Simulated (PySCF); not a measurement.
# Working out the ionisation energy of Pd²⁺

Pd²⁺ [Kr] 4d8 (3F) → Pd³⁺ [Kr] 4d7 (4F). Calculation: PySCF 2.14, in def2-TZVPPD with the def2 core potential (28 electrons) (6s4p3d2f1g, 56 functions); scalar relativity through the core potential. Frozen: nothing. Energies in hartree (1 hartree = 27.21139 eV):

```json
{"part": "UHF", "Pd²⁺ (lower)": "-126.161057", "Pd³⁺ (upper)": "-125.015340"}
{"part": "MP2 opposite-spin", "Pd²⁺ (lower)": "-0.328680", "Pd³⁺ (upper)": "-0.290485"}
{"part": "MP2 same-spin", "Pd²⁺ (lower)": "-0.150364", "Pd³⁺ (upper)": "-0.132127"}
```

**Question.** What does Hartree-Fock give?

**Answer.** (-125.015340) − (-126.161057) = 1.145717 hartree = 31.177 eV.

**Question.** What do MP2 and SCS-MP2 (6/5 opposite-spin, 1/3 same-spin) give?

**Answer.** The opposite-spin parts differ by 1.039 eV and the same-spin parts by 0.496 eV. MP2: 31.177 + (1.039) + (0.496) = 32.712 eV. SCS-MP2: 31.177 + 1.2 × (1.039) + (0.496)/3 = 32.589 eV.

Reference: 32.93 eV (semi-empirical (NIST evaluation); NIST Atomic Spectra Database, ionization energies), between the lowest levels; spin-orbit coupling is absent from the calculation.

What remains against the reference includes basis incompleteness and correlation beyond second order.
